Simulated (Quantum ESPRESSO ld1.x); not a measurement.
Task: The mean radii <r> (bohr) of the occupied orbitals of an atom or ion are listed with their occupations. Calculated with ld1.x of Quantum ESPRESSO 7.5: scalar-relativistic Kohn-Sham, PBEsol, spin-unpolarised, spherical densities, point nucleus.

| orbital | occ. | <r> |
|---|---|---|
| 1s | 2 | 0.05002 |
| 2s | 2 | 0.2074 |

Name the element and its charge.

Result: Z = 30, zinc, charge +26: Zn26+ in [He] 2s2. The 1s radius gives Z: for a bare nucleus <r> = (2 gamma + 1)/(2Z) with gamma = sqrt(1 - (Z/c)^2), 0.04919 bohr for Z = 30, and screening makes it slightly larger (0.05002 here). The occupations add up to 4, and the charge is Z minus that.
